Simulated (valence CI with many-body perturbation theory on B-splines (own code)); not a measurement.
E1 transitions of Sr23+

Calculated by valence CI with perturbative core correlation (CI+MBPT): five valence electrons over a frozen Dirac-Fock core [Ne], radial functions for each j: 9 s, 9 p, 8 d, 6 f, 3 g, 1 h, with the one-electron correlation potential Σ1, the two-electron term Σ2, the three-electron term Σ3, Breit, model QED; selected CI, second order for the rest (own B-spline code, finite nucleus).

No measured spectrum was set against this ion. As an estimate, levels of excited configurations hold to 0.05 to 0.15 % of their energy, terms of the ground configuration to about 0.5 %. Among the levels kept, up to 470 cm⁻¹ of a level comes from second order outside the variational space, and about a tenth of that is noise between levels of different J, which matters for small intervals.

Lines 101 to 150 of 172 in falling wavelength, among levels below 1348500 cm⁻¹, chosen from the strongest by gf and those to the six lowest levels. Wavelengths and rates use the calculated energies, so an error of 400 cm⁻¹ moves a line at 12.45 nm by 0.05 % and its rate by three times that or more. Electric multipoles are in the length gauge, E1 and E2 with the static RPA response of the core. Weak lines are less certain than strong ones. Lines between different terms over intervals too small for the method are left out, as are lines whose strength nearly cancels. The highest levels of a list are the least certain.

Names give the largest LS component (configuration and term), which can be under half, so a name can repeat, a term be missing and a line seem to break the LS rules; names also repeat where a configuration has a term twice. Letters in brackets count levels of one name in rising energy.

```
λ vac (nm)                Upper           Lower   A (s⁻¹)  log gf  Branch %
     12.45     3s3p⁴ ²P_1/2 [b]  3s²3p³ ²P°_3/2  2.54e+10   -0.93      12.9
     12.34  3s²3p²3d ²P_3/2 [a]  3s²3p³ ⁴S°_3/2  5.85e+08   -2.27       4.5
     12.32      3s²3p²3d ⁴F_5/2  3s²3p³ ⁴S°_3/2  5.98e+09   -1.09      86.9
     12.27     3s3p⁴ ²P_1/2 [a]  3s²3p³ ⁴S°_3/2  5.28e+09   -1.62      19.8
     12.20      3s²3p²3d ⁴D_5/2  3s²3p³ ²D°_3/2  3.91e+09   -1.28      22.0
     12.18      3s²3p²3d ⁴P_3/2  3s²3p³ ²P°_1/2  6.68e+07   -3.23       0.0
     12.11  3s²3p²3d ²P_1/2 [b]  3s²3p³ ²P°_3/2  1.71e+09   -2.12       1.4
     12.09      3s²3p²3d ⁴P_1/2  3s²3p³ ²P°_1/2  6.87e+08   -2.52       0.4
     12.02  3s²3p²3d ²D_3/2 [b]  3s²3p³ ²P°_3/2  7.06e+08   -2.21       0.4
     11.97  3s²3p²3d ²D_5/2 [b]  3s²3p³ ²P°_3/2  5.82e+09   -1.13       3.1
     11.93  3s²3p²3d ²P_1/2 [a]  3s²3p³ ²D°_3/2  3.14e+09   -1.87      14.4
     11.92      3s²3p²3d ²G_7/2  3s²3p³ ²D°_5/2  7.48e+09   -0.89     100.0
     11.83         3s3p⁴ ²P_3/2  3s²3p³ ²D°_5/2  5.76e+10   -0.32      32.4
     11.77  3s²3p²3d ²D_3/2 [a]  3s²3p³ ²P°_1/2  8.28e+09   -1.16      15.3
     11.74      3s²3p²3d ²F_5/2  3s²3p³ ⁴S°_3/2  1.01e+09   -1.90      77.8
     11.69      3s²3p²3d ⁴P_5/2  3s²3p³ ²D°_5/2  1.54e+10   -0.72       9.0
     11.58  3s²3p²3d ²D_5/2 [c]  3s²3p³ ²P°_3/2  9.90e+08   -1.92       4.6
     11.48      3s²3p²3d ⁴P_3/2  3s²3p³ ²D°_5/2  3.47e+10   -0.56      21.3
     11.45      3s²3p²3d ⁴D_1/2  3s²3p³ ⁴S°_3/2  8.89e+08   -2.46       6.1
     11.41  3s²3p²3d ²F_7/2 [b]  3s²3p³ ²D°_5/2  3.02e+09   -1.33     100.0
     11.37         3s3p⁴ ²P_3/2  3s²3p³ ²D°_3/2  4.71e+10   -0.44      26.5
     11.24      3s²3p²3d ⁴P_5/2  3s²3p³ ²D°_3/2  1.48e+10   -0.77       8.7
     11.23      3s²3p²3d ⁴D_3/2  3s²3p³ ⁴S°_3/2  6.27e+09   -1.32      31.6
     11.22     3s3p⁴ ²P_1/2 [b]  3s²3p³ ²P°_1/2  3.49e+10   -0.88      17.7
     11.17  3s²3p²3d ²P_3/2 [b]  3s²3p³ ²P°_3/2  5.79e+10   -0.36      37.3
     11.12  3s²3p²3d ²D_3/2 [a]  3s²3p³ ²D°_5/2  8.24e+09   -1.21      15.3
     11.05      3s²3p²3d ⁴P_3/2  3s²3p³ ²D°_3/2  1.64e+10   -0.92      10.1
     10.98      3s²3p²3d ²S_1/2  3s²3p³ ²P°_3/2  1.60e+11   -0.24      90.1
     10.98      3s²3p²3d ⁴P_1/2  3s²3p³ ²D°_3/2  1.28e+09   -2.33       0.7
     10.95  3s²3p²3d ²P_1/2 [b]  3s²3p³ ²P°_1/2  1.12e+11   -0.40      89.8
     10.91      3s²3p²3d ⁴D_5/2  3s²3p³ ⁴S°_3/2  1.05e+10   -0.95      59.2
     10.87  3s²3p²3d ²D_3/2 [b]  3s²3p³ ²P°_1/2  1.80e+10   -0.89       9.2
     10.75  3s²3p²3d ²D_5/2 [a]  3s²3p³ ²D°_5/2  5.27e+10   -0.26      31.0
     10.71  3s²3p²3d ²D_3/2 [a]  3s²3p³ ²D°_3/2  1.65e+09   -1.95       3.0
     10.69  3s²3p²3d ²P_1/2 [a]  3s²3p³ ⁴S°_3/2  2.06e+09   -2.15       9.5
     10.62  3s²3p²3d ²D_3/2 [c]  3s²3p³ ²P°_3/2  7.74e+10   -0.28      47.2
     10.53  3s²3p²3d ²D_5/2 [d]  3s²3p³ ²P°_3/2  1.71e+11    0.23      94.7
     10.37  3s²3p²3d ²D_5/2 [a]  3s²3p³ ²D°_3/2  7.26e+10   -0.15      42.8
     10.31  3s²3p²3d ²D_3/2 [b]  3s²3p³ ²D°_5/2  4.61e+10   -0.53      23.6
     10.27  3s²3p²3d ²D_5/2 [b]  3s²3p³ ²D°_5/2  8.66e+10   -0.08      45.8
     10.25     3s3p⁴ ²P_1/2 [b]  3s²3p³ ²D°_3/2  1.33e+11   -0.38      67.3
     10.23         3s3p⁴ ²P_3/2  3s²3p³ ⁴S°_3/2  6.81e+10   -0.37      38.3
     10.17  3s²3p²3d ²P_3/2 [b]  3s²3p³ ²P°_1/2  9.29e+10   -0.24      59.9
     10.13      3s²3p²3d ⁴P_5/2  3s²3p³ ⁴S°_3/2  1.40e+11    0.11      82.2
     10.02  3s²3p²3d ²P_1/2 [b]  3s²3p³ ²D°_3/2  1.10e+10   -1.48       8.8
     10.01      3s²3p²3d ²S_1/2  3s²3p³ ²P°_1/2  5.98e+08   -2.75       0.3
     9.989  3s²3p²3d ²D_5/2 [c]  3s²3p³ ²D°_5/2  1.60e+10   -0.84      74.5
     9.975      3s²3p²3d ⁴P_3/2  3s²3p³ ⁴S°_3/2  1.10e+11   -0.18      67.6
     9.961  3s²3p²3d ²D_3/2 [b]  3s²3p³ ²D°_3/2  1.30e+11   -0.11      66.6
     9.923  3s²3p²3d ²D_5/2 [b]  3s²3p³ ²D°_3/2  9.50e+10   -0.07      50.3
```

(1) How does gf follow from A for the line at 11.23 nm?

## Answers

(1) gf = 1.4992 × (2J+1)_upper × A / σ², with σ = 890394 cm⁻¹ and 2J+1 = 4: gf = 0.0475.
